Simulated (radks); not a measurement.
The numbers below are computed, except where a source is named.
Excited configurations of Be: one electron is placed in a higher orbital outside [He] 2s1. The ground configuration is [He] 2s2. Level of theory: scalar-relativistic Kohn-Sham, PBE, spin-unpolarised, spherical densities, finite nucleus; Fermi nuclear charge, rms radius 2.519 fm (a radial shooting solver on a logarithmic mesh with Libxc functionals). Excitation = E - E(ground); binding = E(ion) - E, where the ion is the core of charge +1; n* = 1/sqrt(2 binding) in atomic units, and the quantum defect is n - n*.

| outer orbital | excitation (eV) | binding (eV) | n* | quantum defect | eigenvalue (eV) | <r> (bohr) |
|---|---|---|---|---|---|---|
| 3s | 6.726 | 2.825 | 2.195 | 0.805 | -1.630 | 7.514 |
| 4f | 8.641 | 0.909 | 3.868 | 0.132 | -0.436 | 17.44 |
| 5d | 8.857 | 0.694 | 4.429 | 0.571 | -0.425 | 29.52 |
| 6p | 9.015 | 0.535 | 5.043 | 0.957 | -0.354 | 41.47 |

The Delta-SCF ionisation energy is 9.551 eV (NIST Atomic Spectra Database: 9.323 eV, measured). Self-interaction in the functional shifts the binding energies and quantum defects, so they are the method's values and not measured ones. Spin polarisation and multiplet splitting are left out, so open shells lie too high by an amount that depends on their filling.

Beside tabulated values, note that spin-unpolarised runs miss the spin-polarisation part of the exchange energy of open shells.
